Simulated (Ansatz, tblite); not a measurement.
Isomers of Ga9P9 (singlet), found by a short tight-binding search and relaxed with PBE-D4/def2-SVP in Ansatz.

The xTB rows come from tblite. Correlated methods freeze 126 core orbitals; core or outer-core shells of Ga are correlated, in sets that lack core-valence functions. Single mean-field runs in def2-SVP, def2-TZVP are fitted with def2-universal-jkfit.

Run but left out: HF/def2-SVP (A: restricted singlet, unstable towards broken spin symmetry).

A: The restricted singlet is unstable towards broken spin symmetry in Hartree–Fock (as tested in another run); at PBE-D4/def2-TZVP, r2SCAN-D4/def2-SVP, r2SCANh-D4/def2-SVP, PBE0-D4/def2-SVP and others this wasn't settled. At MP2/def2-SVP the restricted singlet (for correlated methods, its reference) is unstable: a solution with broken spin symmetry lies lower.

Other spin states weren't relaxed.

A:

Cartesian coordinates in Å:
```
Ga -3.085 -0.776 0.738
Ga -0.844 0.223 2.159
Ga 0.895 2.969 2.713
Ga 1.265 -4.152 -1.348
Ga -0.045 0.019 -1.827
Ga 1.360 2.479 -1.854
Ga -1.119 -2.712 -0.925
Ga 1.942 0.001 1.760
Ga 2.906 0.440 -0.647
P -0.739 -2.084 1.441
P -0.846 2.031 -2.842
P -1.484 2.116 0.730
P 1.322 -2.136 0.555
P 0.865 0.594 3.757
P 0.627 1.621 0.281
P 1.750 -1.522 -1.600
P -2.319 -0.661 -1.827
P -2.452 1.550 -1.266
```

B:

```xyz
18

Ga   -3.893    1.148   -1.978
Ga   -1.968    2.321    1.137
Ga    2.438   -2.323    1.373
Ga    0.716   -0.951   -1.543
Ga   -0.056   -0.150    2.013
Ga   -2.044   -0.629    0.116
Ga    0.844    1.745   -0.625
Ga   -1.037   -3.160   -1.886
Ga    2.331   -0.080    2.881
P     3.499   -0.047    0.415
P     2.602    0.495   -1.546
P     3.268    1.789    1.748
P    -2.364    0.134    2.302
P     1.011    2.122    1.679
P    -2.924   -1.358   -1.987
P     0.028   -2.075    0.423
P    -1.152   -0.359   -3.021
P    -1.298    1.378   -1.502
```

C:

Cartesian coordinates in Å:
```
Ga -2.381 1.052 1.192
Ga 3.034 -1.212 -0.398
Ga 3.238 -0.746 2.345
Ga 1.234 0.904 0.495
Ga 1.668 1.131 -2.573
Ga -1.125 0.928 -1.964
Ga 0.177 -1.158 2.130
Ga -4.146 0.240 -0.778
Ga -1.548 -1.491 -0.267
P 0.011 0.890 -3.962
P 0.759 -1.946 -0.017
P 4.495 -2.102 1.169
P 3.235 1.077 -0.926
P -2.731 -0.885 -2.209
P -2.151 -1.182 2.019
P 1.507 0.618 2.954
P -0.672 2.189 0.010
P -4.604 1.692 0.780
```

D:

```xyz
18

Ga    0.611   -2.558    0.844
Ga    0.623    1.657    1.300
Ga    2.324   -1.344   -0.936
Ga   -0.982    3.011   -0.845
Ga    1.131    1.680   -1.227
Ga   -0.148   -1.357   -2.445
Ga   -2.592    1.529    1.252
Ga    3.472    0.968    0.342
Ga   -2.919   -1.188   -2.050
P     1.013   -3.281   -1.309
P    -2.247   -0.878    1.083
P    -1.048    3.302    1.587
P    -2.797    1.325   -1.212
P    -0.769   -1.677    2.547
P     0.925   -0.168    2.769
P    -1.020    0.122   -0.494
P     2.516   -1.235    1.531
P     1.908    0.094   -2.737
```

Estimate their order by electronic energy at PBE0-D4/def2-TZVP, counted from the lowest.

D (0.0) < B (2.8) < C (4.3) < A (156.1), in kJ/mol. Gaps under about 2 kJ/mol are ties within the noise of geometry and basis.

Do the other levels pick the same lowest one?

Not GFN1-xTB, GFN2-xTB, r2SCAN-D4/def2-SVP, r2SCANh-D4/def2-SVP, PBE0-D4/def2-SVP, RPA@PBE/def2-SVP, MP2/def2-SVP. Energies above each level's lowest (kJ/mol):

```csv
level,A,B,C,D
GFN1-xTB,55.5,0.0,168.4,57.0
GFN2-xTB,92.6,0.0,215.1,172.6
PBE-D4/def2-SVP,137.6,3.3,46.2,0.0
PBE-D4/def2-TZVP,131.2,3.4,65.7,0.0
r2SCAN-D4/def2-SVP,214.5,57.0,0.0,45.5
r2SCANh-D4/def2-SVP,231.6,67.5,0.0,57.5
PBE0-D4/def2-SVP,181.0,21.0,0.0,17.7
PBE0-D4/def2-TZVP,156.1,2.8,4.3,0.0
RPA@PBE/def2-SVP,261.1,85.2,0.0,93.4
MP2/def2-SVP,269.7,107.6,0.0,76.4
```
Point groups (tolerance 0.1 Å): A not assigned, B not assigned, C not assigned, D not assigned. Lower isomers may exist. From def2-SVP to def2-TZVP the PBE0 values move by up to 24.9 kJ/mol, so results in the small set are rough.
